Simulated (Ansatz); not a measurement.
Molecule: TaH$_{4}$, charge 0, multiplicity 2. The spin state was set by rule; other spins were not relaxed. 
Coordinates optimised at B3LYP-D3(BJ)/def2-TZVP (Ansatz, a program for electronic structure):
```
Ta
H 1 1.7756
H 1 1.7756 2 111.36
H 1 1.7756 2 111.36 3 117.78
H 1 1.7756 2 105.75 4 121.11
```
Charge 0, spin multiplicity 2.

Basis-set convergence of Hartree-Fock and CCSD(T) correlation energies (hartree) with Ansatz. Valence correlation only, unless marked. UHF or UKS for open shells. Spin-orbit coupling is left out. The frozen core is the preceding noble-gas configuration, with the filled d and f shells of earlier blocks. In def2 rows, elements after Kr have scalar-relativistic effective core potentials.

```
basis        functions      E(HF)  E(corr, CCSD(T))
-----------  ---------  ---------  ----------------
def2-SVPD           67  -58.59815          -0.17564
def2-TZVPPD        127  -58.62213          -0.19909
def2-QZVPPD        216  -58.62441          -0.20539
```

Extrapolating the two largest sets (X = 3 and 4) as X^-3: E(corr) = (64·(-0.20539) - 27·(-0.19909))/37 = -0.2100 Eh, an estimate of the basis-set limit. The largest set recovers 97.8 % of it, the smallest 83.6 %.
